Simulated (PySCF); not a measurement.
C₂H₇BO. Atoms are numbered in the order given.

```xyz
11

B     -0.4530    -0.5278     0.0000
H     -1.6526    -0.3025     0.0000
C      0.1143    -1.9860     0.0000
H     -0.2629    -2.5377     0.8782
H     -0.2629    -2.5377    -0.8782
H      1.2131    -2.0247     0.0000
O      0.3946     0.5195     0.0000
C     -0.0335     1.8557     0.0000
H      0.3613     2.3676    -0.8915
H      0.3613     2.3676     0.8915
H     -1.1337     1.9316     0.0000
```
Charge 0, spin multiplicity 1.

Geometry: PBE0-D3(BJ)/def2-SVP. Other conformers were not sampled.

The numbers are results of PBE/def2-TZVP (PySCF), not measurements.

Atomic charges (e):

```json
[
 {"atom": "B1", "Löwdin": "-0.60", "IAO": "0.25", "Mulliken": "(withheld)"},
 {"atom": "H2", "Löwdin": "0.06", "IAO": "-0.03", "Mulliken": "-0.04"},
 {"atom": "C3", "Löwdin": "-0.29", "IAO": "-0.60", "Mulliken": "-0.42"},
 {"atom": "H4", "Löwdin": "0.15", "IAO": "0.17", "Mulliken": "(withheld)"},
 {"atom": "H5", "Löwdin": "0.15", "IAO": "0.17", "Mulliken": "(withheld)"},
 {"atom": "H6", "Löwdin": "0.14", "IAO": "0.15", "Mulliken": "(withheld)"},
 {"atom": "O7", "Löwdin": "0.37", "IAO": "-0.32", "Mulliken": "-0.19"},
 {"atom": "C8", "Löwdin": "-0.32", "IAO": "-0.21", "Mulliken": "(withheld)"},
 {"atom": "H9", "Löwdin": "0.11", "IAO": "0.15", "Mulliken": "0.13"},
 {"atom": "H10", "Löwdin": "0.11", "IAO": "0.15", "Mulliken": "0.13"},
 {"atom": "H11", "Löwdin": "0.11", "IAO": "0.14", "Mulliken": "0.10"}
]
```

Task: Complete the blanks. (An estimate is asked for; the answer gives what the named calculation found.)

Result: 
- B1, Mulliken: 0.09
- H4, Mulliken: 0.13
- H5, Mulliken: 0.13
- H6, Mulliken: 0.12
- C8, Mulliken: -0.19

Computed Mayer and Wiberg (Löwdin basis) orders of the bonds:
| bond | Mayer | Wiberg |
|---|---|---|
| B1–H2 | 0.99 | 0.88 |
| B1–C3 | 1.03 | 1.39 |
| C3–H4 | 0.94 | 0.85 |
| C3–H5 | 0.94 | 0.85 |
| C3–H6 | 0.95 | 0.87 |
| B1–O7 | 1.37 | 1.94 |
| O7–C8 | 0.94 | 1.42 |
| C8–H9 | 0.97 | 0.93 |
| C8–H10 | 0.97 | 0.93 |
| C8–H11 | 0.96 | 0.91 |
